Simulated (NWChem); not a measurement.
System: GeHClF₂; SMILES [F][GeH]([F])[Cl]

NWChem input:

```
start job
memory heap 200 mb stack 900 mb global 1100 mb
geometry units angstroms noautoz
  Ge     0.273923     0.371297     0.000000
  F     -0.506625     1.063952    -1.365682
  F     -0.506625     1.063952     1.365682
  Cl    -0.127279    -1.710954     0.000000
  H      1.755115     0.718128     0.000000
end
basis spherical
  * library def2-svp
end
dft
  xc xpbe96 cpbe96
  iterations 150
  vectors input atomic output neutral.movecs
end
task dft energy
charge 1
dft
  odft
  mult 2
  vectors input atomic output cation.movecs
end
task dft energy
```

NWChem printed, in part:

```
             Northwest Computational Chemistry Package (NWChem) 7.3.0
             --------------------------------------------------------

 CS  symmetry detected

                             Geometry "geometry" -> ""
                             -------------------------

 Output coordinates in angstroms (scale by  1.889725989 to convert to a.u.)

  No.       Tag          Charge          X              Y              Z
 ---- ---------------- ---------- -------------- -------------- --------------
    1 Ge                  32.0000     0.29467065    -0.32368076     0.00000000
    2 F                    9.0000    -0.46540597    -1.03873996    -1.36568200
    3 F                    9.0000    -0.46540597    -1.03873996     1.36568200
    4 Cl                  17.0000    -0.16691028     1.74602341     0.00000000
    5 H                    1.0000     1.78532160    -0.62729436     0.00000000

 Effective nuclear repulsion energy (a.u.)     398.3891542132

      Symmetry information
      --------------------

 Group name             Cs
 Group number              2
 Group order               2
 No. of unique centers     4

  pbe96 is a nonlocal functional; adding pw91lda local functional.

                                 NWChem DFT Module
                                 -----------------

 Summary of "ao basis" -> "ao basis" (spherical)
 ------------------------------------------------------------------------------
       Tag                 Description            Shells   Functions and Types
 ---------------- ------------------------------  ------  ---------------------
 Ge                         def2-svp                12       32   5s4p3d
 F                          def2-svp                 6       14   3s2p1d
 Cl                         def2-svp                 8       18   4s3p1d
 H                          def2-svp                 3        5   2s1p

      Symmetry analysis of basis
      --------------------------

        a'         53
        a"         30

            General Information
            -------------------
          SCF calculation type: DFT
          Wavefunction type:  closed shell.
          No. of atoms     :     5
          No. of electrons :    68
           Alpha electrons :    34
            Beta electrons :    34
          Charge           :     0
          Spin multiplicity:     1
          Use of symmetry is: on ; symmetry adaption is: on
          Maximum number of iterations: 150
          AO basis - number of functions:    83
                     number of shells:    35
          Convergence on energy requested:  1.00D-06
          Convergence on density requested:  1.00D-05
          Convergence on gradient requested:  5.00D-04

              XC Information
              --------------
          PerdewBurkeErnzerhof Exchange Functional  1.000
            Perdew 1991 LDA Correlation Functional  1.000 local
           PerdewBurkeErnz. Correlation Functional  1.000 non-local

             Grid Information
             ----------------
          Grid used for XC integration:  medium
          Radial quadrature: Mura-Knowles
          Angular quadrature: Lebedev.
          Tag              B.-S. Rad. Rad. Pts. Rad. Cut. Ang. Pts.
          ---              ---------- --------- --------- ---------
          Ge                  1.25      112           7.0       590
          F                   0.50       49           8.0       434
          Cl                  1.00       88           9.0       590
          H                   0.35       45           8.0       434
          Grid pruning is: on
          Number of quadrature shells:   294
          Spatial weights used:  Erf1

      Superposition of Atomic Density Guess
      -------------------------------------

 Sum of atomic energies:       -2733.45131131

      Non-variational initial energy
      ------------------------------

 Total energy =   -2733.913460
 1-e energy   =   -4603.624873
 2-e energy   =    1471.322258
 HOMO         =      -0.428678
 LUMO         =       0.031451

      Symmetry analysis of molecular orbitals - initial
      -------------------------------------------------

  Numbering of irreducible representations:

     1 a'          2 a"

  Orbital symmetries:

     1 a'          2 a'          3 a'          4 a'          5 a'
     6 a"          7 a'          8 a"          9 a'         10 a'
    11 a'         12 a"         13 a'         14 a'         15 a"
    16 a'         17 a'         18 a"         19 a'         20 a"
    21 a'         22 a'         23 a"         24 a'         25 a'
    26 a"         27 a'         28 a'         29 a"         30 a"
    31 a'         32 a'         33 a"         34 a'         35 a'
    36 a"         37 a'         38 a'         39 a'         40 a'
    41 a"         42 a'         43 a"         44 a'

   convergence    iter        energy       DeltaE   RMS-Dens  Diis-err
 ---------------- ----- ----------------- --------- --------- ---------
 d= 0,ls=0.0,diis     1  -2736.2035603298 -3.13D+03  3.01D-02  1.15D+00
 d= 0,ls=0.0,diis     2  -2735.7779736970  4.26D-01  1.83D-02  6.02D+00
 d= 0,ls=0.0,diis     3  -2736.3371641817 -5.59D-01  3.65D-03  6.86D-02
 d= 0,ls=0.0,diis     4  -2736.3405418189 -3.38D-03  2.08D-03  2.19D-02
 d= 0,ls=0.0,diis     5  -2736.3434925761 -2.95D-03  4.98D-04  3.04D-03
  Resetting Diis
 d= 0,ls=0.0,diis     6  -2736.3438114348 -3.19D-04  5.58D-05  5.10D-05
 d= 0,ls=0.0,diis     7  -2736.3438146905 -3.26D-06  2.13D-05  9.32D-07
 d= 0,ls=0.0,diis     8  -2736.3438146097  8.08D-08  1.16D-05  2.07D-06
 d= 0,ls=0.0,diis     9  -2736.3438147734 -1.64D-07  2.71D-06  1.06D-07

         Total DFT energy =    -2736.343814773429
      One electron energy =    -4601.928658895526
           Coulomb energy =     1595.156776634922
    Exchange-Corr. energy =     -127.961086725983
 Nuclear repulsion energy =      398.389154213157

 Numeric. integr. density =       68.000004790460

                  Occupations of the irreducible representations
                  ----------------------------------------------

                     irrep           alpha         beta
                     --------     --------     --------
                     a'               23.0         23.0
                     a"               11.0         11.0

                       DFT Final Molecular Orbital Analysis
                       ------------------------------------

 Vector   32  Occ=2.000000D+00  E=-3.329044D-01  Symmetry=a'
              MO Center=  9.4D-02, -2.7D-01, -1.8D-13, r^2= 3.7D+00
   Bfn.  Coefficient  Atom+Function         Bfn.  Coefficient  Atom+Function
  ----- ------------  ---------------      ----- ------------  ---------------
    72      0.318023  4 Cl py                36      0.294285  2 F  px
    50      0.294285  3 F  px                79      0.253962  5 H  s
    69      0.236259  4 Cl py                80      0.226907  5 H  s
    39     -0.199803  2 F  px                53     -0.199803  3 F  px
    37     -0.198376  2 F  py                51     -0.198376  3 F  py

 Vector   33  Occ=2.000000D+00  E=-3.055638D-01  Symmetry=a"
              MO Center= -1.8D-01,  1.4D+00, -8.9D-15, r^2= 1.9D+00
   Bfn.  Coefficient  Atom+Function         Bfn.  Coefficient  Atom+Function
  ----- ------------  ---------------      ----- ------------  ---------------
    73      0.605028  4 Cl pz                70      0.459763  4 Cl pz
    67      0.267133  4 Cl pz                37     -0.147758  2 F  py
    51      0.147758  3 F  py                40      0.105864  2 F  py
    54     -0.105864  3 F  py                17      0.070307  1 Ge pz
    19     -0.038492  1 Ge d -1              29      0.037751  1 Ge d -1

 Vector   34  Occ=2.000000D+00  E=-3.045331D-01  Symmetry=a'
              MO Center= -8.0D-02,  1.5D+00,  8.6D-15, r^2= 1.8D+00
   Bfn.  Coefficient  Atom+Function         Bfn.  Coefficient  Atom+Function
  ----- ------------  ---------------      ----- ------------  ---------------
    71      0.597746  4 Cl px                68      0.455473  4 Cl px
    65      0.264564  4 Cl px                80     -0.127895  5 H  s
    79     -0.120411  5 H  s                 72      0.108981  4 Cl py
    69      0.083260  4 Cl py                15      0.079446  1 Ge px
    38     -0.062685  2 F  pz                52      0.062685  3 F  pz

 Vector   35  Occ=0.000000D+00  E=-6.138099D-02  Symmetry=a'
              MO Center=  3.6D-01,  6.6D-02,  2.9D-14, r^2= 3.4D+00
   Bfn.  Coefficient  Atom+Function         Bfn.  Coefficient  Atom+Function
  ----- ------------  ---------------      ----- ------------  ---------------
     4      0.920526  1 Ge s                  5      0.676254  1 Ge s
    80     -0.653004  5 H  s                 72      0.482798  4 Cl py
     3     -0.441367  1 Ge s                 79     -0.261831  5 H  s
    69      0.252286  4 Cl py                64     -0.247464  4 Cl s
    63     -0.206516  4 Cl s                 35     -0.199815  2 F  s

 Vector   36  Occ=0.000000D+00  E=-1.372867D-02  Symmetry=a"
              MO Center=  5.0D-01, -1.1D-01, -6.8D-14, r^2= 3.2D+00
   Bfn.  Coefficient  Atom+Function         Bfn.  Coefficient  Atom+Function
  ----- ------------  ---------------      ----- ------------  ---------------
    17      0.860974  1 Ge pz                14      0.408934  1 Ge pz
    35      0.271240  2 F  s                 49     -0.271240  3 F  s
    73     -0.266507  4 Cl pz                11     -0.212641  1 Ge pz
    70     -0.148203  4 Cl pz                31     -0.145580  1 Ge d  1
    36     -0.146146  2 F  px                50      0.146146  3 F  px

 Vector   37  Occ=0.000000D+00  E=-1.445828D-03  Symmetry=a'
              MO Center=  3.9D-01, -5.9D-01, -1.7D-14, r^2= 3.3D+00
   Bfn.  Coefficient  Atom+Function         Bfn.  Coefficient  Atom+Function
  ----- ------------  ---------------      ----- ------------  ---------------
    16      0.877563  1 Ge py                13      0.400700  1 Ge py
    64     -0.352467  4 Cl s                 15      0.323486  1 Ge px
    72      0.255185  4 Cl py                35      0.243378  2 F  s
    49      0.243378  3 F  s                 71     -0.241936  4 Cl px
    10     -0.201109  1 Ge py                38     -0.177595  2 F  pz

     Multipole analysis of the density
     ---------------------------------

     L   x y z        total         alpha         beta         nuclear
     -   - - -        -----         -----         ----         -------
     0   0 0 0     -0.000000    -34.000000    -34.000000     68.000000

     1   1 0 0      0.768465      0.384233      0.384233     -0.000000
     1   0 1 0      0.113234      0.056617      0.056617      0.000000
     1   0 0 1      0.000000      0.000000      0.000000      0.000000

     2   2 0 0    -28.045330    -32.482230    -32.482230     36.919131
     2   1 1 0     -1.240103      0.137926      0.137926     -1.515954
     2   1 0 1     -0.000000     -0.000000     -0.000000      0.000000
     2   0 2 0    -30.042242   -148.925191   -148.925191    267.808140
     2   0 1 1      0.000000      0.000000      0.000000      0.000000
     2   0 0 2    -31.344678    -75.615460    -75.615460    119.886242

                                 NWChem DFT Module
                                 -----------------

      Symmetry analysis of basis
      --------------------------

        a'         53
        a"         30

            General Information
            -------------------
          SCF calculation type: DFT
          Wavefunction type:  spin polarized.
          No. of atoms     :     5
          No. of electrons :    67
           Alpha electrons :    34
            Beta electrons :    33
          Charge           :     1
          Spin multiplicity:     2
          Use of symmetry is: on ; symmetry adaption is: on
          Maximum number of iterations: 150
          AO basis - number of functions:    83
                     number of shells:    35
          Convergence on energy requested:  1.00D-06
          Convergence on density requested:  1.00D-05
          Convergence on gradient requested:  5.00D-04

              XC Information
              --------------
          PerdewBurkeErnzerhof Exchange Functional  1.000
            Perdew 1991 LDA Correlation Functional  1.000 local
           PerdewBurkeErnz. Correlation Functional  1.000 non-local

             Grid Information
             ----------------
          Grid used for XC integration:  medium
          Radial quadrature: Mura-Knowles
          Angular quadrature: Lebedev.
          Tag              B.-S. Rad. Rad. Pts. Rad. Cut. Ang. Pts.
          ---              ---------- --------- --------- ---------
          Ge                  1.25      112           7.0       590
          F                   0.50       49           8.0       434
          Cl                  1.00       88           9.0       590
          H                   0.35       45           8.0       434
          Grid pruning is: on
          Number of quadrature shells:   294
          Spatial weights used:  Erf1

      Superposition of Atomic Density Guess
      -------------------------------------

 Sum of atomic energies:       -2733.45131131

 Renormalizing density from      68.00 to     67

      Non-variational initial energy
      ------------------------------

 Total energy =   -2709.169085
 1-e energy   =   -4535.924507
 2-e energy   =    1428.366267
 HOMO         =      -0.734347
 LUMO         =      -0.313497

   Symmetry analysis of molecular orbitals - initial alpha
   -------------------------------------------------------

  Numbering of irreducible representations:

     1 a'          2 a"

  Orbital symmetries:

     1 a'          2 a'          3 a'          4 a'          5 a'
     6 a"          7 a'          8 a"          9 a'         10 a'
    11 a"         12 a'         13 a'         14 a'         15 a"
    16 a'         17 a"         18 a'         19 a'         20 a"
    21 a'         22 a'         23 a"         24 a'         25 a'
    26 a"         27 a'         28 a'         29 a"         30 a"
    31 a'         32 a'         33 a"         34 a'         35 a'
    36 a"         37 a'         38 a'         39 a'         40 a'
    41 a"         42 a'         43 a"         44 a'

   Symmetry analysis of molecular orbitals - initial beta
   ------------------------------------------------------

  Numbering of irreducible representations:

     1 a'          2 a"

  Orbital symmetries:

     1 a'          2 a'          3 a'          4 a'          5 a'
     6 a"          7 a'          8 a"          9 a'         10 a'
    11 a"         12 a'         13 a'         14 a'         15 a"
    16 a'         17 a"         18 a'         19 a'         20 a"
    21 a'         22 a'         23 a"         24 a'         25 a'
    26 a"         27 a'         28 a'         29 a"         30 a"
    31 a'         32 a'         33 a"         34 a'         35 a'
    36 a"         37 a'         38 a'         39 a'         40 a'
    41 a"         42 a'         43 a"         44 a'

[...]
```

Level: PBE/def2-SVP, vertical spin-unrestricted ions. Geometry: optimised at PBE0/def2-SVP.
